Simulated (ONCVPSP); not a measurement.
# Fe: excitation energies, all-electron against ONCV

ONCVPSP 4.0.1 input, shortened (lines: element, Z, core and valence counts, functional; n l f; lmax; l rc ep ncon nbas qcut; lloc lpopt rc5 dvloc0; l nproj debl; icmod fcfact rcfact), PBE, scalar-relativistic:

```
  Fe 26.00    3    5        4      upf
    1    0    2.00
    2    0    2.00
    2    1    6.00
    3    0    2.00
    3    1    6.00
    3    2    6.00
    4    0    1.00
    4    1    1.00
    2
    0    1.25    0.00    4    7   12.80
    1    1.45    0.00    4    7   10.20
    2    1.05    0.00    4    9   14.60
    4    3    0.95    1.00
    0    3    2.50
    1    2    2.90
    2    2    3.80
    0    0.00    0.00
```

Energies are relative to the spin-unpolarised reference configuration 3s2 3p6 3d6 4s1 4p1; without spin polarisation the order of configurations can differ from experiment.

```json
{"valence configuration": "3s2 3p6 3d6 4s2 4p0", "charge": "0", "ΔE all-electron (eV)": "-4.105", "error AE − PS (meV)": "+0.4"}
{"valence configuration": "3s2 3p6 3d6 4s1 4p0", "charge": "+1", "ΔE all-electron (eV)": "4.624", "error AE − PS (meV)": "-0.3"}
{"valence configuration": "3s2 3p6 3d6 4s0 4p0", "charge": "+2", "ΔE all-electron (eV)": "20.827", "error AE − PS (meV)": "-0.5"}
{"valence configuration": "3s2 3p6 3d7 4s1 4p0", "charge": "0", "ΔE all-electron (eV)": "-4.897", "error AE − PS (meV)": "+0.2"}
```

Levels in the configuration 3s2 3p6 3d6 4s1 4p0:

```tsv
level	all-electron (eV)	pseudo (eV)
3s	-102.544	-102.541
3p	-68.582	-68.580
3d	-15.956	-15.957
4s	-12.329	-12.328
```
